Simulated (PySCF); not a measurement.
A structure optimised at PBE0-D3(BJ)/def2-SVP, used in a PySCF frequency run:

```xyz
10

Se     0.1356     0.2080     0.9075
Si     1.6859     1.0701    -0.5384
H      2.7620     0.0741    -0.8041
H      2.2376     2.2679     0.1622
H      1.0341     1.4620    -1.8212
O     -0.3429    -1.1570    -0.2193
Si    -1.7805    -0.9820    -1.0779
H     -2.9445    -0.8477    -0.1520
H     -1.9066    -2.2242    -1.8902
H     -1.7245     0.2181    -1.9669
```

### Question
Write its SMILES and formula.

### Answer
[SiH3]O[Se][SiH3], H6OSeSi2

### Question
What are its rotational constants (standard atomic weights)?

### Answer
4.3160, 1.6062, 1.2690 GHz
